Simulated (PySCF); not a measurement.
## Deuteron quadrupole couplings in `CC(=O)C[SiH2]O`

Species: C₃H₈O₂Si.
Z-matrix (Å and degrees, GFN2-xTB geometry), rows numbered from 1:
```
C 
C   1  1.5068
O   2  1.2173  1  122.03
C   2  1.4801  1  116.07  3   175.85
Si  4  1.9309  2  105.70  1  -109.11
O   5  1.6123  4  107.17  2   -46.14
H   1  1.0885  2  109.09  3  -119.59
H   1  1.0871  2  110.52  3     1.12
H   1  1.0882  2  109.88  3   122.04
H   4  1.0882  2  109.70  1   136.58
H   4  1.0844  2  112.58  1    14.46
H   5  1.4563  4  109.14  2  -162.92
H   5  1.4639  4  108.01  2    73.22
H   6  0.9644  5  117.90  4    15.43
```

Level: PBE0/pcSseg-1 (PySCF, non-relativistic); Q(2H) = 0.00286 b; rigid geometry, the same for H and D, with no vibrational averaging.

**Question.** Rank these positions by the coupling χzz of a deuteron there, largest first.
A. H10 (methylene hydrogen)
B. H14 (hydroxyl hydrogen)
C. H13 (Si–H hydrogen)

**Answer.** B (302 kHz), A (213 kHz), C (106 kHz).

**Question.** What are Vzz, η and χzz (234.96 MHz × Q × Vzz) at all hydrogens?

**Answer.** 
```csv
atom,bonded to,bond length (Å),Vzz (au),η,χzz (kHz)
H7,C1,1.089,0.3117,0.03,209
H8,C1,1.087,0.3121,0.01,210
H9,C1,1.088,0.3130,0.03,210
H10,C4,1.088,0.3166,0.04,213
H11,C4,1.084,0.3225,0.06,217
H12,Si5,1.456,0.1640,0.01,110
H13,Si5,1.464,0.1581,0.01,106
H14,O6,0.964,0.4491,0.07,302
```

**Question.** Average by the element that carries the hydrogen.

**Answer.** on C: 212 kHz over 5 positions, mean bond length 1.087 Å; on Si: 108 kHz over 2 positions, mean bond length 1.460 Å; on O: 302 kHz over 1 position, mean bond length 0.964 Å.

Geometry: GFN2-xTB, one conformer, isolated molecule. GFN2-xTB bond lengths can be off by several hundredths of an ångström, more for odd bonds, and the gradients follow them. The small basis limits the accuracy of the gradients.

The run behind these numbers computed NMR shieldings as well. Time: 30 s of wall time; peak memory 0.71 GiB. Hardware: an Arm Neoverse N1 with one thread, no GPU (shared host).
